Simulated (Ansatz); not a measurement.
The multiplicity is imposed and other spin states were not computed.

Species: [Ag(H2O)(F)] (charge 0, multiplicity 1).

**Question.** Give a relaxed geometry from r2SCAN-D4/def2-SVP run with Ansatz (an electronic-structure program).

**Answer.** Several could match; the one computed here: the end point of this relaxation, one of several conformers.
Cartesian coordinates (Å) in one orientation:
```xyz
5

Ag     0.009     0.017    -0.013
O      0.969     0.203    -1.942
H      1.425     1.048    -2.065
H      0.353     0.133    -2.686
F     -0.861    -0.138     1.715
```
